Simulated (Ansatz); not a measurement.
Series B-XY, Y = fluoro, computed as singlets and as triplets. Gas-phase values, no solvent. One relaxed conformer stands for each flexible species; it need not be the lowest. Strings in code marks are SMILES.

Quantity: adiabatic spin-state energy, in kJ/mol.

Case: `F[B-]Cl`: multiplicity 3 minus multiplicity 1. The other species in the difference include `F[B-]Cl` (charge -1, multiplicity 1). Geometry of `F[B-]Cl` (charge -1, multiplicity 3, Å):

```xyz
3

F     -1.2980    -0.3286     0.0000
B     -0.2100     0.5398     0.0000
Cl     1.5080    -0.2112     0.0000
```

Question: Give the adiabatic spin-state energy at the level B3LYP/aug-cc-pVTZ // B3LYP-D3(BJ)/def2-TZVPD (Ansatz, a program for electronic structure).

Answer: 158.5 kJ/mol.
